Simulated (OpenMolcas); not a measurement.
Mo3+: moving or changing the point charges

Mo3+ among 4 point charges of -2 e arranged as a tetrahedron (Td), 2.09 Å from the ion.

- Program: OpenMolcas 26.06
- Method: CASSCF
- Basis: ANO-RCC-VDZP [6s5p3d1f]
- Scalar Hamiltonian: DKH2, point nucleus
- Active space: 3 electrons in 5 orbitals (4d)
- State averaging: 2S+1 = 4 even, 10 roots; 2S+1 = 2 even, 40 roots
- Spin-orbit coupling: RASSI with atomic mean-field integrals over the reference wave functions

Runs around this geometry, states (labels of Td). Energies in cm-1 above the lowest state or level, χT in cm3 K/mol; under a threefold ground state the first gap can be a small split of the lowest multiplet, not the spin-orbit step; 10Dq and B are least-squares fits to the states below 45000 cm-1, weighted by degeneracy, with a free offset, and given where the rms deviation is under 5 % of |10Dq| (or 100 cm-1) and under 700 cm-1; 10Dq is negative for this site.

| R (Å) | q (e) | Ground state | First state of that spin | 10Dq | B (rms of fit) | First gap with spin-orbit (degeneracies) | χT at 300 K | First state of another spin |
| --- | --- | --- | --- | --- | --- | --- | --- | --- |
| 2.09 | -1.6 | 4T1 | 4T2 2811 | -3366 | 775 (103) | 342.7 (4, 2) | 0.479 | 2E 11375 |
| 2.09 | -2 | 4T1 | 4T2 3147 |  |  | 314.2 (4, 2) | 0.519 | 2E 10898 |
| 2.2 | -2 | 4T1 | 4T2 2638 | -3137 | 772 (114) | 351.8 (4, 2) | 0.470 | 2E 11538 |

Taking the first state of the same spin as R^-n, n = -ln(2638 / 3147) / ln(2.2 / 2.09) = 3.4 between the shortest and longest distance.

Scaling the charges by -1.6 / -2 = 0.80 scales the first state of the same spin by 2811 / 3147 = 0.89; with fixed orbitals a first-order splitting would follow the charge.

An orbital triplet at a regular site is open to Jahn-Teller coupling, which can distort the site and quench the lowest spin-orbit gaps and is left out. Without dynamic correlation the repulsion within the d shell is too large (B by tens of per cent), so at a given field states of lower spin stand too high. Point charges give a weaker field than real ligands, and real ions of this kind are as a rule low spin; the high spin found here belongs to the model. Point charges carry no covalency, so the field is a model and not that of real ligands. No measured value stands beside these numbers.
